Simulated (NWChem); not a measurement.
System: 2,6-lutidine (C₇H₉N); SMILES Cc1cccc(C)n1

Here is an NWChem input.

```
start job
memory heap 200 mb stack 900 mb global 1100 mb
geometry units angstroms noautosym nocenter noautoz
  C      2.417291     0.000000    -1.088163
  C      1.155563     0.000000    -0.273793
  C      1.198380     0.000000     1.126096
  C      0.000000     0.000000     1.831535
  C     -1.198380     0.000000     1.126096
  C     -1.155563     0.000000    -0.273793
  C     -2.417291     0.000000    -1.088163
  N      0.000000     0.000000    -0.942694
  H      3.033458    -0.886581    -0.869662
  H      3.033458     0.886581    -0.869662
  H      2.162402     0.000000    -2.155182
  H      2.158233     0.000000     1.648212
  H      0.000000     0.000000     2.924861
  H     -2.158233     0.000000     1.648212
  H     -2.162402     0.000000    -2.155182
  H     -3.033458    -0.886581    -0.869662
  H     -3.033458     0.886581    -0.869662
end
basis spherical
  C library def2-svp
  N library def2-svp
  H library def2-svp
end
dft
  xc m05-2x
  iterations 150
end
cosmo
  do_cosmo_smd true
  solvent clbenzen
end
task dft energy
```

Geometry: optimised at PBE0/def2-SVP. No frequency run checked for a minimum. Solvent: chlorobenzene.

Level: M05-2X/def2-SVP with SMD (1 M gas to 1 M solution), gas-phase geometry.

Predict the main results of this run. (M05-2X/def2-SVP, SMD on the gas-phase geometry.) Quantities: solvation free energy (kcal/mol); cavity-dispersion-structure term (kcal/mol); dipole in solution (D).

solvation free energy (kcal/mol): -7.6
cavity-dispersion-structure term (kcal/mol): -3.0
dipole in solution (D): 2.24
